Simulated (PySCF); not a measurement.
Compound: C6H8NPSe.
Bonds: N1–C2 (triple), C2–C3, C3–P4, P4–Se5 (double), P4–C6, C6–C7, C7–C8 (double), C8–C9, P4–C9. Hydrogens: H10, H11 on C3; H12, H13 on C6; H14 on C7; H15 on C8; H16, H17 on C9.

Method: PBE0-D3(BJ)/def2-SVP geometry optimisation, gas phase in PySCF; density fitting, grid level 1; the optimiser is geomeTRIC in internal coordinates, started from a GFN2-xTB structure with every atom displaced at random (about 0.01 Å).

Step 0: E = -82443.9134 eV
```
atom  x, y, z in Å  |  force x, y, z in eV/Å
N1      1.4165    2.0153   -1.3675   -1.149   4.509  -3.366
C2      1.6390    1.1407   -0.7078    1.197  -3.576   2.643
C3      1.9099    0.0180    0.1222    0.712  -0.161   0.853
P4      0.4052   -0.8536    0.6489   -1.615  -0.354   0.380
Se5     0.7504   -2.5088    1.8635    0.196  -0.087   0.060
C6     -0.5791   -1.1051   -0.9174    0.227  -0.105   0.324
C7     -1.4539    0.0914   -0.9990   -0.082  -0.183  -0.536
C8     -1.5289    0.8770    0.0612    0.128  -0.031   1.069
C9     -0.7413    0.4926    1.2895    0.609  -0.020  -1.281
H10     2.5507   -0.7124   -0.3859    0.090  -0.125  -0.073
H11     2.4413    0.3322    1.0506   -0.191  -0.161  -0.337
H12     0.0910   -1.2079   -1.7740    0.185  -0.116  -0.294
H13    -1.1835   -2.0247   -0.8384    0.234  -0.105   0.098
H14    -2.0232    0.2784   -1.9052   -0.124   0.100  -0.231
H15    -2.1642    1.7445    0.1133   -0.367   0.540  -0.099
H16    -1.3744    0.0970    2.0734   -0.255  -0.334   0.528
H17    -0.1721    1.3372    1.6828    0.206   0.209   0.262
```

**Question.** Estimate the geometry and energy of step 1. (The exact step hangs on the optimiser's Hessian estimate; all steps are aligned on step 0, rigid shifts and turns removed.)

**Answer.** E = -82444.1451 eV, largest force 0.646 eV/Å
```
atom  x, y, z in Å  |  force x, y, z in eV/Å
N1      1.5478    2.0835   -1.3969    0.111  -0.422   0.334
C2      1.7368    1.1644   -0.7108   -0.192   0.490  -0.375
C3      1.9135    0.0088    0.1385   -0.066  -0.187   0.015
P4      0.3409   -0.8597    0.6523    0.138   0.198  -0.133
Se5     0.7621   -2.4992    1.8700   -0.042  -0.005   0.013
C6     -0.5822   -1.0995   -0.9312    0.014  -0.006  -0.027
C7     -1.5217    0.0686   -0.9906   -0.022  -0.026  -0.012
C8     -1.5990    0.8580    0.0867   -0.004   0.117  -0.092
C9     -0.7373    0.5143    1.2624   -0.146  -0.136   0.282
H10     2.5299   -0.7531   -0.3638    0.019  -0.009   0.013
H11     2.4229    0.2779    1.0739    0.066   0.032   0.071
H12     0.1070   -1.1511   -1.7915    0.006   0.017   0.039
H13    -1.1002   -2.0703   -0.8765   -0.037  -0.022   0.002
H14    -2.1176    0.2493   -1.8900    0.011  -0.010   0.009
H15    -2.2569    1.7335    0.1212    0.038  -0.071   0.021
H16    -1.3276    0.1269    2.1176    0.127   0.080  -0.119
H17    -0.1349    1.3594    1.6387   -0.020  -0.040  -0.042
```

The energy changes by -0.2317 eV. The first-order estimate −F·Δx gives -0.5251 eV and the mean of the old and new forces, exact on a quadratic surface, -0.2349 eV. The step makes an angle of 78° with the force vector and moves no atom by more than 0.151 Å.

What follows is the cost of the whole optimisation. Time: 3.8 min wall; peak memory 0.89 GiB. Hardware: one thread of an Arm Neoverse V2, on a shared host.
